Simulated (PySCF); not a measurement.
H$_{3}$Cl$_{3}$OSiTi, charge +1, doublet, at a GFN2-xTB geometry (such geometries of metal compounds can be far from the true shape) (the multiplicity is a formal guess). Base run: B3LYP/STO-3G in PySCF.

PySCF was given this input:
```python
from pyscf import gto, scf, dft

mol = gto.Mole()
mol.atom = '''
    Ti   -0.17507707    0.17438403    0.15741319
    Cl    0.11630453    2.26937492   -0.07938371
    Cl   -0.03099157   -0.17969877    2.25076625
    Cl   -2.22030061   -0.16037105   -0.32312225
    O     0.91778940   -0.78452048   -0.77835391
    Si    1.87399804   -1.75400478   -1.64477986
    H     3.18976761   -1.75947743   -0.93149287
    H     2.18141537   -0.99819699   -2.89930824
    H     1.19701530   -3.04473000   -1.79896425
'''
mol.basis = 'sto-3g'
mol.charge = 1
mol.spin = 1
mol.verbose = 5
mol.build()

mf = dft.UKS(mol)
mf.xc = 'b3lyp'
mf.kernel()
mo_i, mo_e, stable_i, stable_e = mf.stability(internal=True, external=False, return_status=True, nroots=6, tol=1e-6)
print('internally stable:', stable_i, ' externally stable:', stable_e)
if not stable_i:
    umf = mf.copy()
    umf.scf_summary = {}
    umf.kernel(umf.make_rdm1(mo_i, mf.mo_occ))
mf.analyze()
```

The bond that is stretched is that between atoms 7 and 6. A test that says stable can miss a lower solution.

The base run was repeated with changes; each row names its change, and settings that it needs were set with it.

```
change       ΔE vs base (kcal/mol)  <S^2>                      stability test says
-----------  ---------------------  -----  ---------------------------------------
base                         0.000  0.759  internally stable (external not tested)
bond × 1.25                  22.64  0.768  internally stable (external not tested)
bond × 1.5                   46.71  0.792  internally stable (external not tested)
bond × 1.8                   59.14  0.761  internally stable (external not tested)
bond × 2.2                    65.3  0.750  internally stable (external not tested)
bond × 3.0                    67.8  0.750  internally stable (external not tested)
```

On stretching, the SCF can end on different states; <S^2> shows the spin contamination of each.
